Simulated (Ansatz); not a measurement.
Isolated molecules relaxed with PBE0-D4/def2-TZVP in Ansatz; ΔE leaves out vibrations. CBS: MP2 limit from def2 TZ/QZ plus the TZ coupled-cluster correction, frozen cores. This one scheme is used for every species. DFT in def2-TZVPP. B3LYP here is the variant with VWN-RPA as its local correlation; programs differ in this. For Se outer-core shells are correlated without core-valence functions, which leaves a few kJ/mol of doubt a bond. Scalar relativity is left out up to krypton. One conformer a species, not always the lowest.

Reaction (ligand exchange at the Si–Se bond): `C[Se][SiH2]Cl` + `C=C=N` → `C=C=N[SiH2]Cl` + `C[SeH]`

`C[Se][SiH2]Cl`:

```xyz
9

C     0.747    0.309    1.385
Se   -0.155    1.462    0.085
Si   -0.650   -0.157   -1.395
Cl   -1.955   -1.554   -0.625
H     1.073    0.959    2.195
H     1.611   -0.170    0.928
H     0.051   -0.434    1.767
H    -1.287    0.499   -2.558
H     0.564   -0.914   -1.782
```

`C=C=N`:

```xyz
6

C    -0.788    0.338   -0.455
C     0.341    0.000    0.107
N     1.439   -0.217    0.587
H    -1.018    0.002   -1.457
H    -1.503    0.946    0.081
H     1.529   -1.069    1.137
```

`C=C=N[SiH2]Cl`:

Cartesian coordinates in Å:
```
C 1.257 0.991 -1.506
C 0.836 0.416 -0.411
N 0.496 -0.110 0.622
Si -0.947 -0.797 1.258
Cl -2.519 -0.716 -0.059
H 1.182 2.063 -1.618
H 1.672 0.394 -2.306
H -1.310 -0.026 2.462
H -0.666 -2.215 1.558
```

`C[SeH]`:

Z-matrix (Å, degrees):
```
C
Se 1 1.949
H 1 1.088 2 110.6
H 1 1.087 2 110.6 3 -123.3
H 1 1.089 2 106.0 3 118.4
H 2 1.468 1 95.4 3 61.7
```

```json
{"level": "PBE-D4", "ΔE (kcal/mol)": "1.2", "difference from CCSD(T)/CBS": "1.7"}
{"level": "r2SCAN-D4", "ΔE (kcal/mol)": "-0.7", "difference from CCSD(T)/CBS": "-0.2"}
{"level": "PBE0-D4", "ΔE (kcal/mol)": "0.4", "difference from CCSD(T)/CBS": "0.9"}
{"level": "B3LYP-D4", "ΔE (kcal/mol)": "-1.8", "difference from CCSD(T)/CBS": "-1.3"}
{"level": "ωB97X-V", "ΔE (kcal/mol)": "-1.3", "difference from CCSD(T)/CBS": "-0.8"}
{"level": "ωB97M-V", "ΔE (kcal/mol)": "-1.2", "difference from CCSD(T)/CBS": "-0.7"}
{"level": "B2PLYP", "ΔE (kcal/mol)": "-2.5", "difference from CCSD(T)/CBS": "-2.0"}
{"level": "PBE", "ΔE (kcal/mol)": "0.7", "difference from CCSD(T)/CBS": "1.2"}
{"level": "r2SCAN", "ΔE (kcal/mol)": "-0.8", "difference from CCSD(T)/CBS": "-0.3"}
{"level": "PBE0", "ΔE (kcal/mol)": "-0.1", "difference from CCSD(T)/CBS": "0.4"}
{"level": "B3LYP", "ΔE (kcal/mol)": "-2.7", "difference from CCSD(T)/CBS": "-2.2"}
{"level": "HF/def2-TZVPP", "ΔE (kcal/mol)": "-5.3", "difference from CCSD(T)/CBS": "-4.8"}
{"level": "MP2/def2-TZVPP", "ΔE (kcal/mol)": "-1.8", "difference from CCSD(T)/CBS": "-1.3"}
{"level": "SCS-MP2/def2-TZVPP", "ΔE (kcal/mol)": "-2.6", "difference from CCSD(T)/CBS": "-2.1"}
{"level": "CCSD/def2-TZVPP", "ΔE (kcal/mol)": "-2.1", "difference from CCSD(T)/CBS": "-1.6"}
{"level": "CCSD(T)/def2-TZVPP", "ΔE (kcal/mol)": "-1.5", "difference from CCSD(T)/CBS": "-1.0"}
{"level": "HF/def2-QZVPP", "ΔE (kcal/mol)": "-5.6", "difference from CCSD(T)/CBS": "-5.1"}
{"level": "MP2/def2-QZVPP", "ΔE (kcal/mol)": "-1.3", "difference from CCSD(T)/CBS": "-0.8"}
{"level": "SCS-MP2/def2-QZVPP", "ΔE (kcal/mol)": "-2.2", "difference from CCSD(T)/CBS": "-1.7"}
{"level": "HF/CBS(def2)", "ΔE (kcal/mol)": "-5.7", "difference from CCSD(T)/CBS": "-5.2"}
{"level": "MP2/CBS(def2)", "ΔE (kcal/mol)": "-0.7", "difference from CCSD(T)/CBS": "-0.2"}
{"level": "CCSD/CBS(def2)", "ΔE (kcal/mol)": "-1.0", "difference from CCSD(T)/CBS": "-0.5"}
{"level": "CCSD(T)/CBS", "ΔE (kcal/mol)": "-0.5", "difference from CCSD(T)/CBS": "0"}
```

Largest T1 diagnostic among the species: 0.015.

From PBE to PBE0 (25 % exact exchange), in def2-TZVPP and without D4, ΔE moves by −0.8 kcal/mol. In def2-TZVPP, CCSD(T) changes the Hartree–Fock value by +3.8 kcal/mol (the triples alone add +0.5 kcal/mol) and MP2 by +3.6 kcal/mol.
